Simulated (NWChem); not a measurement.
C3H4BFO; SMILES B(F)(CO)C#C

```xyz
10

C      1.3208    -2.0197     0.0261
C      0.3937    -1.2115     0.0003
B     -0.6534    -0.0866    -0.0183
F     -1.9570    -0.3899    -0.0739
C     -0.2065     1.4194     0.0751
O      1.1776     1.6927    -0.0154
H      2.1154    -2.7555     0.0465
H     -0.6520     1.8098     1.0340
H     -0.7529     1.9925    -0.7140
H      1.6459     0.8542     0.1588
```
Atoms are numbered in this order, from 1.

Level: PBE-D3(BJ)/def2-SVP (NWChem), optimised geometry, unscaled harmonic frequencies. 

**Question.** List the harmonic frequencies with IR intensities, and the thermochemistry.

**Answer.** 
```
frequency (cm⁻¹)  IR intensity (km/mol)
----------------  ---------------------
65                                 12.1
109                                 0.5
191                                68.9
206                                 0.1
243                                 8.9
389                                 9.2
421                                 7.6
534                                 3.4
637                                 4.3
679                                36.9
738                                24.9
792                                31.1
1047                              161.2
1130                               69.2
1180                               21.6
1219                              123.4
1306                              201.0
1354                               48.3
1402                                2.4
2106                               92.4
2831                               43.6
2938                               18.7
3388                               47.3
3666                               48.7
```

| Item | Result |
|---|---|
| zero-point energy | 40.8 kcal/mol |
| thermal correction to the enthalpy at 298.15 K (with zero-point energy) | 46.0 kcal/mol |
| heat capacity Cv | 24.0 cal/(mol K) |
| entropy at 298.15 K and 1 atm (symmetry number 1) | 83.9 cal/(mol K) |
| dipole moment | 1.87 D |

Rigid rotor and harmonic oscillator; modes under 100 cm⁻¹ make the entropy uncertain.
